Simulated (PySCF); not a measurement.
Compound: C8H10P2.
Atom-mapped SMILES: `[CH2:1]=[CH:2][c:3]1[p:4][cH:5][cH:6][p:7][c:8]1[CH2:9][CH3:10]`

Geometry (GFN2-xTB, Å), atoms numbered from 1 in this order:
```xyz
20
C8H10P2 angstrom
C      1.3258    2.9866   -0.1572
C      0.4440    1.9923   -0.1559
C      0.7652    0.5709    0.0120
P      2.4943    0.2597    0.1951
C      2.6064   -1.4540    0.3939
C      1.5942   -2.3760    0.4084
P     -0.1058   -2.1115    0.2166
C     -0.2608   -0.3737    0.0107
C     -1.6922    0.0952   -0.1830
C     -2.7396   -1.0100   -0.1737
H      2.3841    2.8227   -0.0336
H      1.0119    4.0088   -0.2835
H     -0.5973    2.2460   -0.2848
H      3.6231   -1.8138    0.5248
H      1.8609   -3.4193    0.5527
H     -1.9400    0.8077    0.6099
H     -1.7603    0.6241   -1.1389
H     -2.5574   -1.7252   -0.9740
H     -2.7337   -1.5427    0.7758
H     -3.7279   -0.5769   -0.3184
```

Probes without a nucleus sit at each ring's centroid and 1 Å off its mean plane on both sides; NICS is minus the shielding there, NICSzz its component along the normal. Level: GIAO PBE0/pcSseg-1 (PySCF, non-relativistic, gas phase) on the GFN2-xTB geometry, one conformer.

Ring bond lengths (Å), with Mayer bond orders in brackets: C3–P4 1.766 (1.25), P4–C5 1.729 (1.35), C5–C6 1.369 (1.49), C6–P7 1.731 (1.31), P7–C8 1.757 (1.28), C8–C3 1.395 (1.41).

Question: What do the NICS probes read (ppm)?

Answer: 
| ring | type | NICS(0) | NICS(1), two faces | NICS(1)zz, two faces | rms pucker (Å) | centre to ring atoms, mean (Å) |
| --- | --- | --- | --- | --- | --- | --- |
| C3–P4–C5–C6–P7–C8 | 6-membered ring with 2 P; formal bonds all aromatic | -5.5 | -9.2 / -9.1 | -21.5 / -21.5 | 0.00 | 1.62 |

Question: What can be read from them?

Answer: 
- C3–P4–C5–C6–P7–C8: mean NICS(1)zz -21.5 ppm, shielded.

Question: How equal are the bonds by HOMA? Use HOMA with the parameters of Krygowski (1993).

Answer: 
- C3–P4–C5–C6–P7–C8: HOMA 0.78; the largest term is that of C3–P4, α(R − Ropt)² = 0.56.

Question: List the ring angles and the Hirshfeld charges of the ring atoms.

Answer: 
- C3–P4–C5–C6–P7–C8: C3 126.9° (-0.055 e), P4 104.5° (+0.112 e), C5 128.4° (-0.105 e), C6 128.5° (-0.106 e), P7 104.5° (+0.110 e), C8 127.2° (-0.042 e); sum 720.0° against 720° for a flat convex ring.
